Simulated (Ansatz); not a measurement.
Reaction (formal exchange of groups at a Ga–C bond): `[GaH2][CH2][GeH3]` + `SC1=NC1` → `[GaH2][C]1=NC1` + `S[CH2][GeH3]`

Gas-phase electronic energies from Ansatz, PBE0-D4/def2-TZVP geometries. CBS: MP2 limit from def2 TZ/QZ plus the TZ coupled-cluster correction, frozen cores. DFT in def2-TZVPP. For Ga, Ge outer-core shells are correlated without core-valence functions, which leaves a few kJ/mol of doubt a bond. Scalar relativity is left out up to krypton. One conformer a species, not always the lowest.

| level | ΔE (kcal/mol) |
| --- | --- |
| revPBE | 6.0 |
| HF/def2-QZVPP | 2.0 |

Question: What does CCSD(T)/CBS give? (Best estimate.)

Answer: The calculation gave: +4.2 kcal/mol. The listed levels differ from it by 1.8, -2.2 kcal/mol.

Largest T1 diagnostic among the species: 0.013.

From BLYP to BHLYP (50 % exact exchange), in def2-TZVPP and without D4, ΔE moves by −1.2 kcal/mol. In def2-TZVPP, CCSD(T) changes the Hartree–Fock value by +2.2 kcal/mol (the triples alone add +0.6 kcal/mol) and MP2 by +3.3 kcal/mol.
